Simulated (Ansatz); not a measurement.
Dissociation curve of MgH, doublet.

- ROHF/def2-SVP (Ansatz, a first-principles code)
- ROMP2 = Ansatz with MP2 on ROHF/def2-SVP, frozen core
- ROCCSD = CCSD on ROHF/def2-SVP, frozen core (Ansatz)
- ROCCSD(T) = CCSD(T) on ROHF/def2-SVP, frozen core (Ansatz)
- UHF/def2-SVP (Ansatz)
- UMP2 = Ansatz with MP2 on UHF/def2-SVP, frozen core
- UCCSD = CCSD on UHF/def2-SVP, frozen core in Ansatz
- UCCSD(T) = Ansatz with CCSD(T) on UHF/def2-SVP, frozen core
- UKS-CAM-B3LYP = unrestricted CAM-B3LYP/def2-SVP run with Ansatz
- UKS-BLYP = unrestricted BLYP/def2-SVP run with Ansatz
- UKS-PBE = unrestricted PBE/def2-SVP run with Ansatz
- FCI = full CI/def2-SVP, frozen core (Ansatz)

All curves are set to zero at 1.74 Å and compared with full CI in the same basis at 1.74, 1.77, 1.84, 1.90, 2.02, 2.13, 2.37, 2.65, 2.90, 3.11, 3.48, 3.85, 4.20, 4.77, 5.31, 6.11, 6.88 Å.

**Question.** Which method stays most parallel to full CI over these points, and which least?

**Answer.** UCCSD(T) has the smallest spread and ROHF the largest. In order (eV): UCCSD(T) 0.0075, ROCCSD(T) 0.0128, UCCSD 0.0199, ROCCSD 0.0422, UHF 0.1136, UMP2 0.1671, UKS-CAM-B3LYP 0.2216, UKS-PBE 0.2349, ROMP2 0.2364, UKS-BLYP 0.2788, ROHF 0.3363.

Errors against full CI at some of the points (eV):

```json
[
 {"method": "UCCSD(T)", "2.13 Å": "0.002", "2.65 Å": "0.000", "3.48 Å": "-0.005", "4.20 Å": "-0.005", "6.88 Å": "-0.005"},
 {"method": "ROCCSD(T)", "2.13 Å": "0.004", "2.65 Å": "0.001", "3.48 Å": "-0.006", "4.20 Å": "-0.006", "6.88 Å": "-0.006"},
 {"method": "UCCSD", "2.13 Å": "0.004", "2.65 Å": "-0.004", "3.48 Å": "-0.014", "4.20 Å": "-0.016", "6.88 Å": "-0.016"},
 {"method": "ROCCSD", "2.13 Å": "0.012", "2.65 Å": "0.000", "3.48 Å": "-0.016", "4.20 Å": "-0.018", "6.88 Å": "-0.018"},
 {"method": "UHF", "2.13 Å": "0.039", "2.65 Å": "-0.013", "3.48 Å": "-0.068", "4.20 Å": "-0.070", "6.88 Å": "-0.074"},
 {"method": "UMP2", "2.13 Å": "0.076", "2.65 Å": "0.167", "3.48 Å": "0.073", "4.20 Å": "0.043", "6.88 Å": "0.039"},
 {"method": "UKS-CAM-B3LYP", "2.13 Å": "0.017", "2.65 Å": "0.038", "3.48 Å": "0.166", "4.20 Å": "0.209", "6.88 Å": "0.222"},
 {"method": "UKS-PBE", "2.13 Å": "-0.055", "2.65 Å": "-0.067", "3.48 Å": "0.111", "4.20 Å": "0.145", "6.88 Å": "0.157"},
 {"method": "ROMP2", "2.13 Å": "0.085", "2.65 Å": "0.236", "3.48 Å": "0.041", "4.20 Å": "0.030", "6.88 Å": "0.028"},
 {"method": "UKS-BLYP", "2.13 Å": "-0.061", "2.65 Å": "-0.111", "3.48 Å": "0.074", "4.20 Å": "0.155", "6.88 Å": "0.167"},
 {"method": "ROHF", "2.13 Å": "0.099", "2.65 Å": "0.231", "3.48 Å": "-0.072", "4.20 Å": "-0.095", "6.88 Å": "-0.101"}
]
```

The T1 diagnostic of CCSD on the restricted reference of ROMP2, ROCCSD, ROCCSD(T) exceeds 0.045 at 2.02 to 3.11 Å. The unrestricted determinant behind UHF, UMP2, UCCSD, UCCSD(T) is spin-contaminated at 2.37 to 3.11 Å (<S²> up to 0.9, against 0.75 for a pure doublet).
